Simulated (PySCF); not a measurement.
C4H6OSe, SMILES C1=C[Se]CCO1.

Geometry: B3LYP-D3(BJ)/def2-SVP. One conformer was computed; it need not be the lowest.

Two levels are set side by side: PBE/def2-TZVP (PySCF) and M06-2X/def2-TZVP (PySCF). Same geometry, gas phase. Differences are taken from unrounded values.

```
quantity                     M06-2X
---------------------------  ------
orbital gap (eV)               7.65
highest occupied level (eV)   -6.80
lowest empty level (eV)        0.85
dipole moment (D)              1.07
mean polarisability (bohr³)    72.9
```

Task: What does PBE give, and how far is it from M06-2X? (The exact figures need the calculation; the answer reports its results.)

Result: 
| quantity | PBE | PBE minus M06-2X |
|---|---|---|
| orbital gap (eV) | 3.76 | -3.88 |
| highest occupied level (eV) | -4.60 | 2.20 |
| lowest empty level (eV) | -0.84 | -1.69 |
| dipole moment (D) | 1.16 | 0.09 |
| mean polarisability (bohr³) | 75.5 | 2.6 |

Without exact exchange PBE keeps part of each electron's self-repulsion, which lifts occupied levels and narrows the gap. Loosely held outer electrons make PBE densities more polarisable. Differences between two approximate levels are no errors against the true value.

Rough cost on one machine, each run with all the roots and properties that it gave: M06-2X against PBE about 3 times.
